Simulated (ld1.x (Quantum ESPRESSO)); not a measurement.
## Which change was made? (Mn, TM semilocal)

- Element: manganese
- Generator: ld1.x (Quantum ESPRESSO) 7.5
- Type: norm-conserving Troullier–Martins (semilocal form)
- Functional: Wu–Cohen
- Relativity: scalar-relativistic
- Frozen core: [Ne]
- Valence charge: 15
- Reference configuration: 3s2 3p6 3d5 4s2 4p0
- Partial waves: 3s (bound): rc 1.10 bohr; 3d (bound): rc 0.95 bohr; 4f channel at -0.15 Ry: rc 1.00 bohr; 3p (bound): rc 0.90 bohr
- Local potential: the p channel
- Core correction: none

Occupied shells without a wave of their own: 4s. They enter only through the test configuration that unscreens the potential.

Cutoffs, loose and tight: the cutoffs (Ry, on a coarse ladder) from which the occupation-weighted sum of valence levels, in a spherical-Bessel basis at the reference potential, stays within 10 and 1 mRy of its value at 400 Ry. They do not see the model core or the augmentation charge, which bear on the density cutoff. Test errors are all-electron minus pseudo excitation energies from the reference, over the configurations 3s2 3p6 3d5 4s1 4p0; 3s2 3p6 3d5 4s0 4p0; 3s2 3p6 3d4 4s0 4p0; 3s2 3p6 3d5.5 4s1.5 4p0; 3s2 3p6 3d6 4s1 4p0; 3s2 3p6 3d4 4s2 4p0; 3s2 3p5 3d5 4s2 4p0; variants that change the core or the reference have their own tests.

The base gives: outcome: generated, misses its reference levels by 0.24 eV; cutoff, loose: 200 Ry; cutoff, tight: 260 Ry; bound ghosts: none; largest test error (meV): -1256.

Problem. After one change the result is: outcome: generated, misses its reference levels by 0.33 eV; cutoff, loose: 180 Ry; cutoff, tight: 230 Ry; bound ghosts: none; largest test error (meV): -1709. Which change was it?
A. all radii scaled by about 1.36 (s 1.50, p 1.22, d 1.30, f 1.36 bohr)
B. all radii scaled by about 1.19 (s 1.30, p 1.08, d 1.14, f 1.18 bohr)
C. all radii scaled by about 1.07 (s 1.18, p 0.96, d 1.02, f 1.06 bohr)
D. all radii scaled by about 0.87 (s 0.96, p 0.78, d 0.82, f 0.86 bohr)
E. all radii scaled by about 0.74 (s 0.82, p 0.66, d 0.70, f 0.74 bohr)

Solution. C. The others give: all radii scaled by about 0.87 (s 0.96, p 0.78, d 0.82, f 0.86 bohr) → outcome: generated; cutoff, loose: 260 Ry; cutoff, tight: 300 Ry; bound ghosts: none; largest test error (meV): -474 | all radii scaled by about 1.19 (s 1.30, p 1.08, d 1.14, f 1.18 bohr) → outcome: generated, misses its reference levels by 0.58 eV; cutoff, loose: 160 Ry; cutoff, tight: 180 Ry; bound ghosts: none; largest test error (meV): -2994 | all radii scaled by about 0.74 (s 0.82, p 0.66, d 0.70, f 0.74 bohr) → outcome: generated; cutoff, loose: over 300 Ry; cutoff, tight: over 300 Ry; bound ghosts: none; largest test error (meV): -219 | all radii scaled by about 1.36 (s 1.50, p 1.22, d 1.30, f 1.36 bohr) → outcome: generated, misses its reference levels by 1.17 eV; cutoff, loose: 140 Ry; cutoff, tight: 160 Ry; bound ghosts: none; largest test error (meV): -5860.
